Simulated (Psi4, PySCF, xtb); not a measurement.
Conformational energy of C8H7Cl, SMILES C=Cc1ccccc1Cl. Scanned: dihedral C1–C2–C3–C4; all other coordinates were relaxed at GFN2-xTB. Points at φ and −φ are mirror images. Heavy atoms are numbered in the order of the SMILES C=Cc1ccccc1Cl, hydrogens after them in the order of the atoms that carry them; the mirror image has the same energies with the sign of each dihedral reversed.

RHF/LANL2DZ = restricted Hartree-Fock/LANL2DZ, with its core potentials past Ne // GFN2-xTB run with PySCF 2.14.0; B3LYP/def2-SVP // GFN2-xTB (Psi4); GFN1-xTB // GFN2-xTB (xtb); PBE-D3(BJ)/def2-SVP // GFN2-xTB (Psi4).

Energies relative to the lowest point of each profile, in kcal/mol:

| φ / ° | RHF/LANL2DZ | B3LYP/def2-SVP | GFN1-xTB |
|---|---|---|---|
| -120 | 3.8 | 4.3 | 2.3 |
| -100 | 4.0 | 5.0 | 3.1 |
| -80 | 2.9 | 4.0 | 2.8 |
| -60 | 1.2 | 2.2 | 1.6 |
| 20 | 0.0 | 0.0 | 0.0 |
| 40 | 0.1 | 0.6 | 0.4 |
| 60 | 1.2 | 2.2 | 1.6 |
| 80 | 2.9 | 4.0 | 2.8 |
| 100 | 4.0 | 5.0 | 3.1 |
| 120 | 3.8 | 4.3 | 2.3 |
| 160 | 3.1 | 2.4 | 1.7 |
| 180 | 3.1 | 2.1 | 2.0 |

Question: Estimate the PBE-D3(BJ)/def2-SVP values at these points.

Answer: -120: 4.4; -100: 5.3; -80: 4.5; -60: 2.5; 20: 0.1; 40: 0.8; 60: 2.5; 80: 4.5; 100: 5.3; 120: 4.4; 160: 2.2; 180: 1.9 (kcal/mol).
